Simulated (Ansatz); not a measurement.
**Cost against result**

Saddle point of SiN₂H₁₀O, closed shell (SiNH₅ ([NH2][SiH3]) + H₂O + NH₃ → SiN₂H₆ ([NH2][SiH2][NH2]) + H₂O + H₂; bonds formed: Si1–N7, H2–H8, H6–O9; bonds broken: Si1–H2, H6–N7, H8–O9), PBE0-D4/def2-TZVP structure:

```
atom    x (Å)    y (Å)    z (Å)
 Si1   0.2184   1.0817  -0.0470
  H2  -0.8978   0.1171   1.1277
  H3   1.1543   1.8039  -0.9946
  H4  -0.7956   2.1352   0.2239
  N5   1.4255   0.4761   0.9990
  H6  -0.6917  -1.1406  -0.6997
  N7  -0.4448  -0.1088  -1.3027
  H8  -0.9934  -0.8418   0.8679
  O9  -1.0755  -1.9161   0.2357
 H10   2.3687   0.8188   0.9225
 H11   1.2146   0.0589   1.8891
 H12  -1.3224   0.2250  -1.6918
 H13   0.2051  -0.2224  -2.0725
 H14  -0.3652  -2.4869   0.5425
```

Barriers are electronic and count from the start structure reached by relaxing down the imaginary mode.

Program: Ansatz 0.2.0. Basis: as named in each row. Cores are frozen in the correlated methods. B3LYP uses VWN-RPA correlation. Extrapolation: Hartree–Fock as exp(−7.88 √X), correlation as X^−2.97.

Times are rough, for one single point on 8 threads of a shared host (Arm Neoverse V1).

The estimate by CCSD(T) at an estimated basis limit (MP2 extrapolated from triple and quadruple zeta, plus CCSD(T) − MP2 in triple zeta) is 137.1 kJ/mol.

```
      method       basis  time (s)  barrier (kJ/mol)  method less estimate
          HF      STO-3G   under 1             235.8                  98.7
      PBE-D4      STO-3G   under 1             -42.4                -179.5
       SPW92    def2-SVP   under 1              16.6                -120.5
    B3LYP-D4       6-31G   under 1              93.5                 -43.6
      PBE-D4    def2-SVP   under 1              70.8                 -66.3
     PBE0-D4    def2-SVP   under 1              96.7                 -40.4
       SPW92  def2-TZVPP   under 1              35.4                -101.7
      PBE-D4  def2-TZVPP         1              87.1                 -49.9
     BLYP-D4  def2-TZVPP         1             106.3                 -30.8
    B3LYP-D4  def2-TZVPP         2             121.7                 -15.4
    BHLYP-D4  def2-TZVPP         2             147.8                  10.7
     PBE0-D4  def2-TZVPP         2             107.6                 -29.5
CAM-B3LYP-D4  def2-TZVPP         2             124.6                 -12.5
     wB97M-V    def2-SVP         2             116.8                 -20.3
   r2SCAN-D4  def2-TZVPP         2              97.5                 -39.5
  r2SCAN0-D4  def2-TZVPP         3             114.0                 -23.1
     CCSD(T)    def2-SVP         3             146.2                   9.1
      B2PLYP  def2-TZVPP         3             133.7                  -3.4
    PBE-QIDH  def2-TZVPP         3             124.4                 -12.7
  RPA on PBE  def2-TZVPP         4             141.3                   4.2
     wB97X-V  def2-TZVPP         4             132.0                  -5.1
      B97M-V  def2-TZVPP         5             120.0                 -17.1
     wB97M-V  def2-TZVPP         5             132.1                  -5.0
         MP2  def2-QZVPP        16             126.2                 -10.9
     CCSD(T)  def2-TZVPP       120             139.0                   1.9
```

All methods are single points on the PBE0-D4 structures; a negative value means that the method puts the saddle structure below the start.

T1 diagnostic: at most 0.011.

Labels in which every atom is bracketed show which atoms are joined, not bond orders.
